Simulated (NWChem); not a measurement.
System: BeH$_{2}$SeO; SMILES [OH][Be][SeH]

NWChem input:

```
start job
memory heap 200 mb stack 900 mb global 1100 mb
geometry units angstroms noautosym nocenter noautoz
  Be    -0.027732    -1.227033    -0.044760
  O     -0.063652    -2.629946    -0.128004
  H     -0.096996    -3.429305     0.389971
  Se     0.065318     0.802402     0.047175
  H     -1.404508     0.888870     0.005241
end
basis spherical
  Be library def2-svpd
  O library def2-svpd
  H library def2-svpd
  Se library def2-svpd
end
dft
  xc pbe0
  iterations 150
end
property
  response 1 0.0428
end
task dft property
```

Geometry: optimised at PBE0/def2-SVP.

Field at 1065 nm.

Give the results of this calculation. (PBE0/def2-SVPD.) Quantities: isotropic polarisability (bohr³); anisotropy (bohr³).


| Item | Value |
|---|---|
| isotropic polarisability (bohr³) | 49.0 |
| anisotropy (bohr³) | 17.0 |
